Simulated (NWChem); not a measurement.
System: C₂H₅BO₃; SMILES O=CCB(O)O

Here is an NWChem input.

```
start job
memory heap 200 mb stack 900 mb global 1100 mb
geometry units angstroms
  O      2.220633     0.019114    -0.983108
  C      1.560002     0.350387    -0.037983
  C      0.571577    -0.495271     0.682962
  B     -0.936822    -0.085821     0.253908
  O     -1.743380    -1.067172    -0.170483
  O     -1.418818     1.178077     0.323814
  H      1.635820     1.387391     0.360903
  H      0.680939    -0.340124     1.756548
  H      0.737086    -1.543856     0.445541
  H     -2.628376    -0.792674    -0.416190
  H     -0.831532     1.872387     0.615559
end
basis spherical
  * library 6-31g*
end
dft
  xc b3lyp
  iterations 150
end
driver
  maxiter 120
end
task dft optimize
task dft freq
```

Excerpt of the output:

```
             Northwest Computational Chemistry Package (NWChem) 7.3.0
             --------------------------------------------------------

 C1  symmetry detected

                             Geometry "geometry" -> ""
                             -------------------------

 Output coordinates in angstroms (scale by  1.889725989 to convert to a.u.)

  No.       Tag          Charge          X              Y              Z
 ---- ---------------- ---------- -------------- -------------- --------------
    1 O                    8.0000    -0.22305437    -2.35440644    -0.58613054
    2 C                    6.0000     0.30092272    -1.55983456     0.14430763
    3 C                    6.0000    -0.36827461    -0.42281070     0.83077308
    4 B                    5.0000    -0.03202623     0.96866966     0.07069175
    5 O                    8.0000    -1.06708067     1.73865917    -0.28913009
    6 O                    8.0000     1.22684396     1.39271217    -0.19403252
    7 H                    1.0000     1.39577419    -1.61769761     0.33972471
    8 H                    1.0000    -0.00194546    -0.35556338     1.85541852
    9 H                    1.0000    -1.44543432    -0.57444344     0.83596083
   10 H                    1.0000    -0.83502315     2.55439453    -0.73596801
   11 H                    1.0000     1.95719984     0.83011392     0.05526621

 Effective nuclear repulsion energy (a.u.)     215.9446243300

                                Z-matrix (autoz)
                                --------

 Units are Angstrom for bonds and degrees for angles

      Type          Name      I     J     K     L     M      Value
      ----------- --------  ----- ----- ----- ----- ----- ----------
    1 Stretch                  1     2                       1.19977
    2 Stretch                  2     3                       1.48724
    3 Stretch                  2     7                       1.11366
    4 Stretch                  3     4                       1.62080
    5 Stretch                  3     8                       1.09024
    6 Stretch                  3     9                       1.08779
    7 Stretch                  4     5                       1.33929
    8 Stretch                  4     6                       1.35449
    9 Stretch                  5    10                       0.95861
   10 Stretch                  6    11                       0.95503
   11 Bend                     1     2     3               126.21524
   12 Bend                     1     2     7               120.11774
   13 Bend                     2     3     4               110.27627
   14 Bend                     2     3     8               109.25464
   15 Bend                     2     3     9               109.94952
   16 Bend                     3     2     7               113.64633
   17 Bend                     3     4     5               117.33810
   18 Bend                     3     4     6               123.58923
   19 Bend                     4     3     8               108.54673
   20 Bend                     4     3     9               109.10733
   21 Bend                     4     5    10               115.30149
   22 Bend                     4     6    11               118.38002
   23 Bend                     5     4     6               119.06382
   24 Bend                     8     3     9               109.68448
   25 Torsion                  1     2     3     4        -102.89703
   26 Torsion                  1     2     3     8         137.87865
   27 Torsion                  1     2     3     9          17.45668
   28 Torsion                  2     3     4     5         127.22922
   29 Torsion                  2     3     4     6         -53.86534
   30 Torsion                  3     4     5    10         179.97159
   31 Torsion                  3     4     6    11           1.99361
   32 Torsion                  4     3     2     7          75.43726
   33 Torsion                  5     4     3     8        -113.11698
   34 Torsion                  5     4     3     9           6.37054
   35 Torsion                  5     4     6    11        -179.11877
   36 Torsion                  6     4     3     8          65.78847
   37 Torsion                  6     4     3     9        -174.72401
   38 Torsion                  6     4     5    10           1.01473
   39 Torsion                  7     2     3     8         -43.78707
   40 Torsion                  7     2     3     9        -164.20903

                           NWChem Geometry Optimization
                           ----------------------------

 maximum gradient threshold         (gmax) =   0.000450
 rms gradient threshold             (grms) =   0.000300
 maximum cartesian step threshold   (xmax) =   0.001800
 rms cartesian step threshold       (xrms) =   0.001200
 fixed trust radius                (trust) =   0.300000
 source of zmatrix                         =   autoz

          -------------------
          Energy Minimization
          -------------------

 Using diagonal initial Hessian
 Scaling for Hessian diagonals: bonds = 1.00  angles = 0.25  torsions = 0.10

          --------
          Step   0

                                 NWChem DFT Module
                                 -----------------

[...]

      ----------------------
      Optimization converged
      ----------------------

  Step       Energy      Delta E   Gmax     Grms     Xrms     Xmax
  ---- ---------------- -------- -------- -------- -------- --------
@   25    -329.83166960 -2.5D-07  0.00004  0.00001  0.00037  0.00103
                                     ok       ok       ok       ok

                                Z-matrix (autoz)
                                --------

 Units are Angstrom for bonds and degrees for angles

[...]

 Rotational Constants
 --------------------
 A=   0.233840 cm-1  (  0.336436 K)
 B=   0.067095 cm-1  (  0.096533 K)
 C=   0.058283 cm-1  (  0.083855 K)

 Temperature                      =   298.15K
 frequency scaling parameter      =   1.0000

 Zero-Point correction to Energy  =   50.617 kcal/mol  (  0.080663 au)
 Thermal correction to Energy     =   54.927 kcal/mol  (  0.087532 au)
 Thermal correction to Enthalpy   =   55.519 kcal/mol  (  0.088475 au)

 Total Entropy                    =   84.700 cal/mol-K
   - Translational                =   39.320 cal/mol-K (mol. weight =  88.0332)
   - Rotational                   =   26.958 cal/mol-K (symmetry #  =        1)
   - Vibrational                  =   18.422 cal/mol-K

 Cv (constant volume heat capacity) =   22.904 cal/mol-K
   - Translational                  =    2.979 cal/mol-K
   - Rotational                     =    2.979 cal/mol-K
   - Vibrational                    =   16.946 cal/mol-K

[normal modes left out]

 ----------------------------------------------------------------------------
 Normal Eigenvalue ||           Projected Infra Red Intensities
  Mode   [cm**-1]  || [atomic units] [(debye/angs)**2] [(KM/mol)] [arbitrary]
 ------ ---------- || -------------- ----------------- ---------- -----------
    1       -0.000 ||    0.000442           0.010         0.431       0.077
    2       -0.000 ||    0.000746           0.017         0.727       0.130
    3       -0.000 ||    0.000576           0.013         0.561       0.100
    4        0.000 ||    0.000372           0.009         0.363       0.065
    5        0.000 ||    0.002835           0.065         2.763       0.494
    6        0.000 ||    0.001082           0.025         1.055       0.189
    7       16.087 ||    0.002949           0.068         2.875       0.514
    8       75.320 ||    0.004135           0.095         4.031       0.721
    9      199.152 ||    0.001845           0.043         1.799       0.322
   10      360.904 ||    0.007999           0.185         7.798       1.394
   11      423.005 ||    0.010113           0.233         9.858       1.763
   12      491.538 ||    0.062270           1.437        60.703      10.853
   13      504.164 ||    0.147329           3.399       143.624      25.679
   14      530.955 ||    0.017997           0.415        17.544       3.137
   15      644.622 ||    0.074322           1.715        72.453      12.954
   16      747.006 ||    0.012844           0.296        12.521       2.239
   17      857.287 ||    0.006870           0.159         6.698       1.197
   18      963.217 ||    0.013604           0.314        13.262       2.371
   19     1012.513 ||    0.150434           3.471       146.650      26.220
   20     1042.133 ||    0.081978           1.891        79.916      14.288
   21     1052.918 ||    0.057200           1.320        55.762       9.970
   22     1185.944 ||    0.061338           1.415        59.795      10.691
   23     1214.232 ||    0.010335           0.238        10.075       1.801
   24     1352.915 ||    0.345885           7.980       337.186      60.287
   25     1442.878 ||    0.069392           1.601        67.647      12.095
   26     1464.428 ||    0.196866           4.542       191.914      34.313
   27     1472.802 ||    0.083202           1.920        81.109      14.502
   28     1840.150 ||    0.197617           4.559       192.647      34.444
   29     2826.983 ||    0.178790           4.125       174.294      31.163
   30     3019.088 ||    0.004707           0.109         4.589       0.820
   31     3137.322 ||    0.004421           0.102         4.309       0.770
   32     3746.811 ||    0.043654           1.007        42.556       7.609
   33     3799.351 ||    0.039167           0.904        38.182       6.827
 ----------------------------------------------------------------------------
```

Level: B3LYP/6-31G* (spherical d).
